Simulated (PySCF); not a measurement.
SnBr2, SMILES [Br][Sn][Br] (connectivity only; charge and spin as stated), neutral, multiplicity 1. Atoms are numbered in the order given.

```xyz
3

Sn     0.0000     0.0000     0.9565
Br     0.0000    -1.9692    -0.6832
Br     0.0000     1.9692    -0.6832
```

The structure is a stationary point at PBE-D3(BJ)/def2-SVP. The isomer is the one that the SMILES or the coordinates give; other isomers of the formula were not compared. The def2 effective core potentials stand for the cores of Sn; spin–orbit coupling is left out.

Computed with IEF-PCM-ωB97X/def2-SVP (PySCF).

The values are the electrostatic part of the solvation free energy, E(continuum) − E(gas) at the gas-phase geometry, in a cavity of scaled van der Waals radii (PySCF's table); cavitation and dispersion terms are not included. A continuum can't describe solvent molecules that bind to the metal. In vacuum the orbital gap is 8.24 eV. The dipole moment in vacuum is 3.46 D.

### Question
Estimate the values in water (ε = 78.36), ethanol (ε = 24.85), chlorobenzene (ε = 5.70). (Estimate from the structure and the level; the computed values follow.)

### Answer

```csv
solvent,ε,ΔG(elec) (kcal/mol),dipole (D),gap (eV)
water,78.36,-6.4,4.98,8.58
ethanol,24.85,-6.1,4.91,8.57
chlorobenzene,5.70,-4.7,4.58,8.50
```
